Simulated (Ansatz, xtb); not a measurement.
## Isomers of CH4OSe in order of energy

4 gas-phase structures of CH4OSe, found in a search over its isomers (lower ones may exist). Each was relaxed with GFN2-xTB; where two conformers were screened, the lower at r2SCAN-D4/def2-SVP is listed:

A. `C[Se]O`, a singlet
B. `CO[SeH]`, a singlet
C. `C[SeH]=O`, a singlet
D. `OC[SeH]`, a singlet

Question: Make a reasoned guess at their ranking by r2SCAN-D4/def2-SVP single-point energy.

Answer: Calculated order at r2SCAN-D4/def2-SVP: D (0.0), A (37.3), B (80.5), C (167.7) kJ/mol.

Energies above the lowest of each column, in kJ/mol; the last columns are at B3LYP-D3(BJ)/6-311G** geometries and were run for some of them only (a dash: not run or not comparable):

```json
{"structure": "D", "GFN2-xTB": "8.9", "HF/STO-3G": "0.0", "r2SCAN-D4/def2-SVP": "0.0", "B3LYP-D3(BJ)/6-311G**": "0.0", "CCSD(T)/def2-TZVP": "0.0"}
{"structure": "A", "GFN2-xTB": "0.0", "HF/STO-3G": "18.6", "r2SCAN-D4/def2-SVP": "37.3", "B3LYP-D3(BJ)/6-311G**": "27.3", "CCSD(T)/def2-TZVP": "15.8"}
{"structure": "B", "GFN2-xTB": "22.4", "HF/STO-3G": "36.3", "r2SCAN-D4/def2-SVP": "80.5", "B3LYP-D3(BJ)/6-311G**": "79.1", "CCSD(T)/def2-TZVP": "–"}
{"structure": "C", "GFN2-xTB": "78.4", "HF/STO-3G": "462.8", "r2SCAN-D4/def2-SVP": "167.7", "B3LYP-D3(BJ)/6-311G**": "–", "CCSD(T)/def2-TZVP": "–"}
```

CCSD(T)/def2-TZVP puts D lowest of those it was run on; GFN2-xTB picks A. Flexible structures stand in one conformer each, not always the lowest. Frequencies (B3LYP-D3(BJ)/6-311G**) were run for A, D alone.

Over these structures GFN2-xTB departs from r2SCAN-D4/def2-SVP by 29.7 kJ/mol on average once a common shift is removed. A GFN2-xTB relaxation took about 0.042 s and the r2SCAN-D4/def2-SVP energy about 1.1 s on a shared host (Ansatz 0.2.0, xtb 6.7.1 (Pople sets with spherical d functions)).
